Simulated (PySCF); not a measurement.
Polarisability and C₆ of Mn (manganese, neutral)

[Ar] 3d5 4s1 4p1, high-spin 8P determinant (an excited configuration). Computed with PySCF 2.14 in x2c-TZVPPall with one added diffuse shell each of s, p, d, f type (7s6p5d3f1g, 80 functions), with scalar relativity by spin-free X2C-1e. Coupled (time-dependent) response in atomic units; α is the mean over directions.

```
method  mean α (bohr³)         α xx, yy, zz  C₆ (like pair)  S(−4)
   UHF           92.97  81.99, 114.9, 81.99           954.0   5280
   PBE           100.5  78.70, 144.0, 78.70            1006   8036
  PBE0           96.00  77.99, 132.0, 77.99           963.6   6666
```

S(−4) is the Cauchy moment in α(ω) = α(0) + S(−4) ω² + …

α(iu) at PBE0:

```tsv
u (hartree)	α(iu) (bohr³)
0	96.00
0.0500	82.49
0.100	60.39
0.200	32.29
0.300	19.66
0.500	9.852
0.750	5.662
1.00	3.855
1.50	2.265
2.00	1.550
3.00	0.8847
5.00	0.4050
```

The components differ because the open shell of this determinant is not spherical; for a pure term their mean is the scalar polarisability.
